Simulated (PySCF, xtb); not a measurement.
Ta(NH)(F)(OH)2 (FH₃NO₂Ta), SMILES [OH][Ta]([F])(=[NH])[OH], multiplicity 1. One conformer was computed; it need not be the lowest.

Harmonic wavenumbers (cm⁻¹) from GFN2-xTB run with xtb at its own minimum, in rising order: 100, 123, 131, 155, 169, 340, 357, 358, 370, 411, 503, 510, 529, 538, 905, 3485, 3645, 3650.

**Question.** What does B3LYP-D3(BJ)/def2-SVP (PySCF) give at its own minimum? (Estimate from the structure and the level; the computed values follow.)

**Answer.** 167, 178, 197, 224, 226, 384, 391, 479, 497, 587, 629, 668, 718, 721, 996, 3663, 3895, 3898. Paired by order, the mean absolute difference is 124 cm⁻¹ and the zero-point energies are 23.3 and 26.5 kcal/mol.
